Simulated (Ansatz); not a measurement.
The same path of a periodic cell of 17 atoms, AlSi₁₆ (host Si, host structure diamond, interstitial Al) was run twice with different band settings. Lost on the way: Si15–Al17. Made: Si10–Al17.

These are results of DFT LDA, scalar-relativistic, plane waves, PAW in Ansatz 0.2.0, not measurements. Settings: PAW set soft_1, cutoff 420 eV, k mesh 2x2x2, gaussian smearing 0.05 eV, spin collinear.

Relaxed end points:

```xyz
17
Lattice="0.0000 5.4300 5.4300 5.4300 0.0000 5.4300 5.4300 5.4300 0.0000" Properties=species:S:1:pos:R:3
Si 0.008 -0.007 -0.011
Si 1.339 1.363 1.359
Si 2.665 2.766 -0.046
Si 4.069 4.092 1.359
Si 2.666 -0.042 2.762
Si 4.068 1.363 4.089
Si 5.474 2.766 2.763
Si 6.783 4.079 4.074
Si 0.010 2.734 2.730
Si 1.352 4.080 4.075
Si 2.698 5.422 2.730
Si 4.069 6.793 4.058
Si 2.697 2.735 5.417
Si 4.069 4.062 6.789
Si 5.472 5.389 5.386
Si 6.800 6.793 6.788
Al 4.069 6.793 6.789
```

```xyz
17
Lattice="0.0000 5.4300 5.4300 5.4300 0.0000 5.4300 5.4300 5.4300 0.0000" Properties=species:S:1:pos:R:3
Si 0.002 -0.001 0.001
Si 1.312 1.311 1.312
Si 2.716 2.714 -0.014
Si 4.119 4.118 1.312
Si 2.716 -0.015 2.716
Si 4.120 1.310 4.120
Si 5.445 2.714 2.716
Si 6.774 4.086 4.088
Si -0.014 2.714 2.716
Si 1.312 4.118 4.119
Si 2.716 5.444 2.716
Si 4.089 6.771 4.089
Si 2.716 2.714 5.445
Si 4.088 4.087 6.773
Si 5.432 5.429 5.432
Si 6.774 6.772 6.774
Al 2.716 8.144 8.146
```

Common settings: climbing image yes; spring 5.0 eV/Å²; force threshold 0.05 eV/Å; end points relaxed.

| run | movable images | optimiser | start path | iteration limit |
| --- | --- | --- | --- | --- |
| 1 | 7 | lbfgs | IDPP | 34 |
| 2 | 1 | quadratic models (default) | default | 50 |

Question: What does each run give, and how far can it be trusted?

Answer: Run 1: converged after 24 iterations, highest image 0.770 eV above the first end. By the program's own check the climbing image is of a kind that is not told: the force calls were inconclusive, a negative curvature could not be distinguished from the path's own, the only one lies far off the path, or fixed occupations may fill a level only in part (lowest curvatures found: -3.59 and 0.72 eV/Å²).
Run 2: converged after 5 iterations, highest image 0.759 eV above the first end. The order of the stationary point at the top wasn't checked. So few images can step over the top or miss a turn of the path.
Limits of this set-up: coarse k mesh, PAW files made for another functional, a small cell, in which the defect meets its images.
